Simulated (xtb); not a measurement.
B(H)(NH2)(NMe2) (C₂H₉BN₂), SMILES N(C)(BN)C. All values are semi-empirical tight-binding results from xtb (GFN2-xTB unless named), good for trends rather than for accurate numbers. Geometry: GFN2-xTB. The structure was generated by enumeration, and PubChem lists no compound with its InChIKey, so it may never have been made. Other conformers were not sampled.

Optimised geometry:

Bonds (Å): B1–H2 1.174, B1–N3 1.404, B1–N6 1.405, N3–H4 1.003, N3–H5 1.004, N6–C7 1.442, N6–C8 1.442, C7–H9 1.097, C7–H10 1.097, C7–H11 1.086, C8–H12 1.097, C8–H13 1.097, C8–H14 1.086. Bond angles (°): H2–B1–N3 118.0, H2–B1–N6 118.8, N3–B1–N6 123.3, B1–N3–H4 122.1, B1–N3–H5 125.2, H4–N3–H5 112.6, B1–N6–C7 122.6, B1–N6–C8 125.9, C7–N6–C8 111.5, N6–C7–H9 110.8, N6–C7–H10 110.8, N6–C7–H11 110.0, H9–C7–H10 107.8, H9–C7–H11 108.7, H10–C7–H11 108.7, N6–C8–H12 110.7, N6–C8–H13 110.8, N6–C8–H14 110.7, H12–C8–H13 107.8, H12–C8–H14 108.4, H13–C8–H14 108.4.
Charge 0, spin multiplicity 1.

```
Quantity                                          Value
----------------------------------------  -------------
point group as xtb finds it                          Cs
orbital gap                                     6.05 eV
dipole moment                                    1.40 D
zero-point energy                         74.9 kcal/mol
G − E(el) at 298.15 K (modified RRHO)     56.0 kcal/mol
static polarisability (D4 model)             58.6 bohr³
solvation energy, GFN2-xTB/ALPB(water)    -3.2 kcal/mol
solvation energy, GFN2-xTB/ALPB(toluene)  -4.7 kcal/mol
```

Computed IR lines (harmonic; lines under 4 % of the strongest left out, lines within 3 cm⁻¹ merged):
ν (cm⁻¹): 396 (vs), 475 (w), 798 (m), 917 (w), 1107 (m), 1219 (w), 1273 (s), 1410 (m), 1417 (m), 1461 (vs), 1516 (w), 1555 (vs), 2596 (vs), 2884 (s), 2914 (w), 2923 (s), 3046 (m) (against the strongest line: vs over 80 %, s over 45 %, m over 15 %, w over 4 %, vw less)

Computed atomic charges and the Wiberg bond orders between heavy atoms:
charges (e) B1 0.25, H2 -0.13, N3 -0.35, H4 0.15, H5 0.14, N6 -0.18, C7 -0.04, C8 -0.04, H9 0.03, H10 0.03, H11 0.04, H12 0.03, H13 0.03, H14 0.04. Bond orders B1–N3 1.27, B1–N6 1.25, N6–C7 1.02, N6–C8 1.02.
